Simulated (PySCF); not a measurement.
# Field gradients at the hydrogen positions

Compound: C₄H₁₀O₂Si₂.
Structure used (GFN2-xTB), in Å, numbered top down from 1:
```xyz
18
C4H10O2Si2 angstrom
C      1.6879   -0.6104   -1.9507
C      1.2197    0.3909   -1.2200
Si    -0.4955    0.4208   -0.4168
O     -1.4622   -0.7446   -1.0223
C     -1.2521    2.0788   -1.0171
O     -2.2809    2.0984   -1.6532
Si    -0.4900    0.1797    1.8869
C      0.3297   -1.4765    2.3293
H      2.6803   -0.6086   -2.3764
H      1.0878   -1.4818   -2.1575
H      1.8700    1.2382   -1.0343
H     -2.0845   -0.5288   -1.7162
H     -0.7551    3.0393   -0.7693
H      0.2685    1.2658    2.5312
H     -1.8314    0.2101    2.4909
H      0.3889   -1.6269    3.4034
H      1.3399   -1.5303    1.9319
H     -0.2296   -2.3078    1.9090
```

Level: PBE0/pcSseg-1 (PySCF, non-relativistic); Q(2H) = 0.00286 b; rigid geometry, the same for H and D, with no vibrational averaging.

Task: Rank these positions by the coupling χzz of a deuteron there, largest first.
A. H15 (Si–H hydrogen)
B. H13 (formyl hydrogen)
C. H12 (hydroxyl hydrogen)
D. H9 (vinylic hydrogen)
E. H18 (methyl hydrogen)

Result: C (334 kHz), D (222 kHz), E (216 kHz), B (180 kHz), A (106 kHz).

Task: What are Vzz, η and χzz (234.96 MHz × Q × Vzz) at all hydrogens?

Result: 
```csv
atom,bonded to,bond length (Å),Vzz (au),η,χzz (kHz)
H9,C1,1.080,0.3304,0.03,222
H10,C1,1.078,0.3302,0.03,222
H11,C2,1.084,0.3260,0.04,219
H12,O4,0.957,0.4969,0.06,334
H13,C5,1.110,0.2686,0.01,180
H14,Si7,1.473,0.1575,0.01,106
H15,Si7,1.471,0.1584,0.02,106
H16,C8,1.086,0.3252,0.01,219
H17,C8,1.087,0.3220,0.01,216
H18,C8,1.087,0.3221,0.01,216
```

Task: Average by the element that carries the hydrogen.

Result: on C: 214 kHz over 7 positions, mean bond length 1.087 Å; on O: 334 kHz over 1 position, mean bond length 0.957 Å; on Si: 106 kHz over 2 positions, mean bond length 1.472 Å.

Task: How does χzz go with the bond length over the 7 C–H bonds?

Result: A straight-line fit has a slope of -13.9 kHz for each 0.01 Å, with a correlation coefficient of -0.98, over lengths from 1.078 to 1.110 Å. The longer bonds have the smaller couplings here.

Task: A static deuteron (I = 1) shows a doublet split by (3/2)χ, (3/4)χ(1 + η) and (3/4)χ(1 − η) with the field along z, y and x of the gradient. What are these for H10?

Result: With |χ| = 221.9 kHz and η = 0.035: 333, 172 and 161 kHz, to first order and without motion.

The structure is a single GFN2-xTB conformer in the gas phase; no vibrational or solvent corrections. GFN2-xTB bond lengths can be off by several hundredths of an ångström, more for odd bonds, and the gradients follow them. A larger basis could move these couplings by a tenth or more.

These values come from a run that also computed NMR shieldings. Time: 67 s wall; peak memory 0.83 GiB. Hardware: one thread, Arm Neoverse N1 (aarch64), shared host with 64 logical CPUs at a one-minute load of 60.
